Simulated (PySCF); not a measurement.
Vertical excitations of a molecule C₆H₆O from TDA-PBE/def2-SVPD run with PySCF, as energy in eV (oscillator strength): 4.00 (0.000), 4.74 (0.000), 4.93 (0.002), 5.58 (0.002), 5.70 (0.028), 6.31 (0.000), 6.41 (0.014), 6.60 (0.000), 6.65 (0.008), 6.71 (0.038). Lowest triplet (TDA): 2.91 eV. The structure is a stationary point at PBE-D3(BJ)/def2-SVP. The values are those of a single conformer.

Q: Pick the molecule that these values belong to.
A. C1=C[C@H]2C=C[C@@H]1O2
B. C#C/C=C1/CCO1
C. C=C1CC(=O)C1=C
D. C=C=CC1=COC1

A: A, C1=C[C@H]2C=C[C@@H]1O2
